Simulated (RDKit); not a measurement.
A run for RDKit: MMFF94 on C4H4N2 (SMILES N#CCCC#N), a point of a torsion scan.

```python
from rdkit import Chem
from rdkit.Chem import AllChem, rdDetermineBonds

blocks = [
'''10

N    -2.27800333    0.00977614    1.27424812
C    -1.50532383    0.25121187    0.46875282
C    -0.50093653    0.55259914   -0.52235346
C     0.68944874   -0.42009697   -0.40748509
C     0.38382711   -1.67996071   -1.04093407
N     0.13002166   -2.66213092   -1.56542678
H    -0.95084510    0.49496966   -1.51749639
H    -0.15802733    1.57775638   -0.35279224
H     1.56389596    0.00530846   -0.90913067
H     0.94116942   -0.59849383    0.64173907
''',
]
mol = None
for b in blocks:
    f = Chem.MolFromXYZBlock(b)
    rdDetermineBonds.DetermineBonds(f, charge=0)
    mol = f if mol is None else Chem.CombineMols(mol, f)
Chem.SanitizeMol(mol)
print(Chem.MolToSmiles(Chem.RemoveHs(mol)))
ff = AllChem.MMFFGetMoleculeForceField(mol, AllChem.MMFFGetMoleculeProperties(mol), nonBondedThresh=100.0, ignoreInterfragInteractions=False)
e = ff.CalcEnergy()
print(f'MMFF94 energy {e:.6f} kcal/mol')
```

Program output:

```
N#CCCC#N
MMFF94 energy -13.962533 kcal/mol
```

The run finished.

Cost: very roughly 0.05 core-seconds.
